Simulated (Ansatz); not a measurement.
All values below come from frozen-core CCSD(T)/cc-pVTZ // PBE0-D3(BJ)/def2-TZVP (Ansatz, an electronic-structure program).

Ansatz 0.2 input:
```yaml
crystal:
  periodic: [false, false, false]
  atoms:
    - { symbol: C, position_ang: [-1.843728, -0.28566, -0.736602] }
    - { symbol: C, position_ang: [-0.905362, 0.04926, 0.147645] }
    - { symbol: O, position_ang: [-0.970448, 1.155427, 0.935585] }
    - { symbol: C, position_ang: [0.354991, -0.700775, 0.386431] }
    - { symbol: Si, position_ang: [1.893188, 0.21883, -0.212341] }
    - { symbol: H, position_ang: [-1.740624, -1.179849, -1.333671] }
    - { symbol: H, position_ang: [-2.728623, 0.323091, -0.885474] }
    - { symbol: H, position_ang: [-1.788752, 1.625667, 0.748596] }
    - { symbol: H, position_ang: [0.473287, -0.889579, 1.458818] }
    - { symbol: H, position_ang: [0.315028, -1.666402, -0.120635] }
    - { symbol: H, position_ang: [3.081893, -0.64937, 0.006893] }
    - { symbol: H, position_ang: [1.770197, 0.508404, -1.664983] }
    - { symbol: H, position_ang: [2.088953, 1.490953, 0.526058] }
basis:
  gaussian: { orbitals: cc-pVTZ }
correlation:
  method: ccsd_t
```

Output:

```
Functional definition: HF
1520 factors; integrals over basis functions are off by at most 1.2e-3 eV
mean field evaluation 1: about -13115.0369 eV, gradient 3.8e1 eV
mean field evaluation 2: about -13115.3405 eV, gradient 3.8e1 eV
mean field evaluation 4: about -13119.0758 eV, gradient 4.1e0 eV
mean field evaluation 8: about -13119.1330 eV, gradient 3.1e-1 eV
mean field evaluation 16: about -13115.0362 eV, gradient 3.8e1 eV
mean field -13119.13348070 eV, -482.1192629476 hartree, gradient 1.7e-6 eV, S^2 0.000000; 0 other end points of the search recorded, 0 dependent functions left out
9 core orbitals not correlated
reference -13119.13348070 eV, -482.1192629476 hartree; 15, 15 occupied and 242, 242 virtual orbitals, 1520 factors
second order -23.60998750 eV of doubles, -0.00000000 eV of singles
cycle   1  -24.15650301 eV  change   -5.5e-1 eV  update   1.1e-1
cycle   2  -24.78067548 eV  change   -6.2e-1 eV  update   3.2e-2
cycle   3  -24.90797998 eV  change   -1.3e-1 eV  update   1.6e-2
cycle   4  -24.89841571 eV  change    9.6e-3 eV  update   4.2e-3
cycle   5  -24.89747227 eV  change    9.4e-4 eV  update   1.7e-3
cycle   6  -24.89803580 eV  change   -5.6e-4 eV  update   5.3e-4
cycle   7  -24.89772418 eV  change    3.1e-4 eV  update   1.7e-4
cycle   8  -24.89771819 eV  change    6.0e-6 eV  update   6.4e-5
cycle   9  -24.89774360 eV  change   -2.5e-5 eV  update   2.3e-5
perturbative correction -1.02066230 eV, -0.0375086476 hartree
Total energy: -13145.05188659 eV, -483.0717467961 hartree
```

Cost: roughly 7 core-minutes.
